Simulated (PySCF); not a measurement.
PySCF job for ZnHI, SMILES [ZnH][I], TDA-B3LYP/def2-TZVPD. Geometry: B3LYP-D3(BJ)/def2-TZVP. The def2 effective core potentials stand for the cores of I; spin–orbit coupling is left out.

```python
import numpy as np
from pyscf import gto, scf, dft, tdscf

mol = gto.M(
    atom='''
    Zn    0.00000000    0.00000000   -1.52524540
    H     0.00000000    0.00000000   -3.05603312
    I     0.00000000    0.00000000    0.92100745
    ''',
    basis='def2-TZVPD',
    ecp={'I': 'def2-tzvp'},
    charge=0,
    spin=0,
    symmetry=True,
    symmetry_subgroup='C2v',
    max_memory=1600,
    verbose=4,
)
mf = dft.RKS(mol, xc='b3lyp').density_fit(auxbasis='def2-universal-jkfit')
mf.grids.level = 3
mf.conv_tol = 1e-9
mf.max_cycle = 100
mf.kernel()
mf.grids = dft.Grids(mol).set(level=1).build(with_non0tab=True)  # coarser grid for the response kernel
td = tdscf.TDA(mf)
td.singlet = True
td.nstates = 10
td.conv_tol = 1e-4
td.kernel(x0=td.get_init_guess(mf, 15))
td.analyze()
tt = tdscf.TDA(mf)
tt.singlet = False
tt.nstates = 4
tt.conv_tol = 1e-4
tt.kernel(x0=tt.get_init_guess(mf, 9))
tt.analyze(verbose=3)
```

Log of the run:

```
PySCF version 2.14.0

[INPUT] verbose = 4
[INPUT] num. atoms = 3
[INPUT] num. electrons = 56
[INPUT] charge = 0
[INPUT] spin (= nelec alpha-beta = 2S) = 0
[INPUT] symmetry True subgroup C2v
[INPUT] Mole.unit = angstrom
[INPUT] Symbol           X                Y                Z      unit          X                Y                Z       unit  Magmom
[INPUT]  1 Zn     0.000000000000   0.000000000000  -1.525245400000 AA    0.000000000000   0.000000000000  -2.882296078753 Bohr   0.0
[INPUT]  2 H      0.000000000000   0.000000000000  -3.056033120000 AA    0.000000000000   0.000000000000  -5.775065624400 Bohr   0.0
[INPUT]  3 I      0.000000000000   0.000000000000   0.921007450000 AA    0.000000000000   0.000000000000   1.740451839184 Bohr   0.0

nuclear repulsion = 175.938298655309
point group symmetry = Coov, use subgroup C2v
symmetry origin: [ 0.00000000e+00  0.00000000e+00 -6.07411975e-09]
symmetry axis x: [1. 0. 0.]
symmetry axis y: [0. 1. 0.]
symmetry axis z: [0. 0. 1.]
num. orbitals of irrep A1 = 52
num. orbitals of irrep A2 = 11
num. orbitals of irrep B1 = 28
num. orbitals of irrep B2 = 28
number of shells = 41
number of NR pGTOs = 213
number of NR cGTOs = 119
basis = def2-TZVPD
ecp = {'I': 'def2-tzvp'}


******** <class 'pyscf.df.df_jk.DFSymAdaptedRKS'> ********
method = DFSymAdaptedRKS
initial guess = minao
damping factor = 0
level_shift factor = 0
DIIS = <class 'pyscf.scf.diis.CDIIS'>
diis_start_cycle = 1
diis_space = 8
diis_damp = 0
SCF conv_tol = 1e-09
SCF conv_tol_grad = None
SCF max_cycles = 100
direct_scf = False
XC library pyscf.dft.libxc version 7.1.2
    S. Lehtola, C. Steigemann, M. J. T. Oliveira, and M. A. L. Marques,  SoftwareX 7, 1–5 (2018)
XC functionals = b3lyp
    P. J. Stephens, F. J. Devlin, C. F. Chabalowski, and M. J. Frisch,  J. Phys. Chem. 98, 11623 (1994)
radial grids:
    Treutler-Ahlrichs [JCP 102, 346 (1995); DOI:10.1063/1.469408] (M4) radial grids

becke partition: Becke, JCP 88, 2547 (1988); DOI:10.1063/1.454033
pruning grids: <function nwchem_prune>
grids dens level: 3
symmetrized grids: True
atomic radii adjust function: <function treutler_atomic_radii_adjust>
small_rho_cutoff = 0
Freeze 0 electrons in irreps []
    56 free electrons in irreps A1 A2 B1 B2
Set gradient conv threshold to 3.16228e-05
Initial guess from minao.
tot grids = 52408
******** <class 'pyscf.df.df.DF'> ********
auxbasis = def2-universal-jkfit
init E= -2035.32416283176
HOMO (A1) = -0.578900567940835  LUMO (A1) = -0.460085688421245  gap/eV = 3.23312
cycle= 1 E= -2075.58263726296  delta_E= -40.3  |g|= 3.76  |ddm|= 19.2
HOMO (A1) = -0.104101151134759  LUMO (A1) = -0.0520673531960484  gap/eV = 1.41591
cycle= 2 E= -2069.56124583174  delta_E= 6.02  |g|= 5.47  |ddm|= 10.1
HOMO (A1) = -0.131518688625337  LUMO (A1) = -0.0784385721698009  gap/eV = 1.44438
cycle= 3 E= -2077.02079743474  delta_E= -7.46  |g|= 1.83  |ddm|= 7.21
HOMO (B2) = -0.306567665257077  LUMO (A1) = -0.0943690248356371  gap/eV = 5.77422
cycle= 4 E= -2077.82315441881  delta_E= -0.802  |g|= 0.965  |ddm|= 2.66
HOMO (B2) = -0.20035531559008  LUMO (B2) = -0.0736872316242838  gap/eV = 3.44681
cycle= 5 E= -2077.74621535863  delta_E= 0.0769  |g|= 0.629  |ddm|= 1.04
HOMO (B2) = -0.266184741678622  LUMO (A1) = -0.045592754044133  gap/eV = 6.00261
cycle= 6 E= -2077.89644087587  delta_E= -0.15  |g|= 0.133  |ddm|= 0.886
HOMO (B2) = -0.272609887923224  LUMO (A1) = -0.0440616761914895  gap/eV = 6.21911
cycle= 7 E= -2077.89839790722  delta_E= -0.00196  |g|= 0.0721  |ddm|= 0.131
HOMO (B2) = -0.272757507755685  LUMO (A1) = -0.0421426480949896  gap/eV = 6.27535
cycle= 8 E= -2077.89926823572  delta_E= -0.00087  |g|= 0.00696  |ddm|= 0.0562
HOMO (B2) = -0.273862347469823  LUMO (A1) = -0.0423739300956506  gap/eV = 6.29912
cycle= 9 E= -2077.89928221502  delta_E= -1.4e-05  |g|= 0.00163  |ddm|= 0.0119
HOMO (B1) = -0.273775624798688  LUMO (A1) = -0.0424071518808825  gap/eV = 6.29586
cycle= 10 E= -2077.89928266024  delta_E= -4.45e-07  |g|= 0.000497  |ddm|= 0.00209
HOMO (B1) = -0.273746161434339  LUMO (A1) = -0.0423831195527715  gap/eV = 6.29571
cycle= 11 E= -2077.89928269574  delta_E= -3.55e-08  |g|= 2.95e-05  |ddm|= 0.000556
HOMO (B1) = -0.273742674683064  LUMO (A1) = -0.0423828962298538  gap/eV = 6.29562
cycle= 12 E= -2077.89928269606  delta_E= -3.18e-10  |g|= 5.11e-06  |ddm|= 5.52e-05
HOMO (B1) = -0.273743198807942  LUMO (A1) = -0.0423828491220456  gap/eV = 6.29564
Extra cycle  E= -2077.89928269604  delta_E= 1.46e-11  |g|= 9.01e-06  |ddm|= 1.08e-05
converged SCF energy = -2077.89928269604
tot grids = 17944


******** <class 'pyscf.tdscf.rks.TDA'> for <class 'pyscf.df.df_jk.DFSymAdaptedRKS'> ********
nstates = 10 singlet
deg_eia_thresh = 1.000e-03
wfnsym = None
conv_tol = 0.0001
eigh lindep = 1e-12
eigh level_shift = 0
eigh max_cycle = 100


Excitation energies (eV)
[5.3142478  5.3142478  5.35904565 5.40031056 5.400322   5.81480305
 6.38026753 6.38026753 7.30094146 7.3009415 ]

** Singlet excitation energies and oscillator strengths **
Excited State   1:   B2      5.31425 eV    233.31 nm  f=0.0312
      28 -> 29       -0.70455
Excited State   2:   B1      5.31425 eV    233.31 nm  f=0.0312
      27 -> 29       -0.70455
Excited State   3:   A2      5.35905 eV    231.35 nm  f=0.0000
      27 -> 31        0.49838
      28 -> 30       -0.49838
Excited State   4:   A1      5.40031 eV    229.59 nm  f=0.0000
      27 -> 30       -0.49868
      28 -> 31        0.49868
Excited State   5:   A2      5.40032 eV    229.59 nm  f=0.0000
      27 -> 31       -0.49868
      28 -> 30       -0.49868
Excited State   6:   A1      5.81480 eV    213.22 nm  f=0.0285
      25 -> 29       -0.10670
      26 -> 29        0.27988
      27 -> 30        0.44917
      28 -> 31        0.44917
Excited State   7:   B1      6.38027 eV    194.32 nm  f=0.0084
      26 -> 30        0.70296
Excited State   8:   B2      6.38027 eV    194.32 nm  f=0.0084
      26 -> 31       -0.70296
Excited State   9:   B1      7.30094 eV    169.82 nm  f=0.0208
      27 -> 32       -0.65200
      27 -> 35        0.23722
      27 -> 36        0.12350
Excited State  10:   B2      7.30094 eV    169.82 nm  f=0.0208
      28 -> 32        0.65200
      28 -> 35       -0.23722
      28 -> 36       -0.12350

** Transition electric dipole moments (AU) **
state          X           Y           Z        Dip. S.      Osc.
  1         0.0000     -0.4892      0.0000      0.2393      0.0312
  2        -0.4892      0.0000      0.0000      0.2393      0.0312
  3        -0.0000      0.0000     -0.0000      0.0000      0.0000
  4         0.0000     -0.0000      0.0000      0.0000      0.0000
  5         0.0000     -0.0000      0.0000      0.0000      0.0000
  6        -0.0000     -0.0000     -0.4474      0.2002      0.0285
  7         0.2315      0.0000      0.0000      0.0536      0.0084
  8        -0.0000     -0.2315     -0.0000      0.0536      0.0084
  9         0.3407     -0.0000      0.0000      0.1161      0.0208
 10         0.0000     -0.3407     -0.0000      0.1161      0.0208

WARN: ECP detected. Skipping calculation of transition velocity and magnetic dipole moments, which have not yet been implemented.



******** <class 'pyscf.tdscf.rks.TDA'> for <class 'pyscf.df.df_jk.DFSymAdaptedRKS'> ********
nstates = 4 triplet
deg_eia_thresh = 1.000e-03
wfnsym = None
conv_tol = 0.0001
eigh lindep = 1e-12
eigh level_shift = 0
eigh max_cycle = 100


Excitation energies (eV)
[4.98001027 4.98001027 5.10775639 5.21962231]

** Triplet excitation energies and oscillator strengths **
Excited State   1:   B1      4.98001 eV    248.96 nm  f=0.0000
Excited State   2:   B2      4.98001 eV    248.96 nm  f=0.0000
Excited State   3:   A1      5.10776 eV    242.74 nm  f=0.0000
Excited State   4:   A1      5.21962 eV    237.53 nm  f=0.0000
```

The run converged.
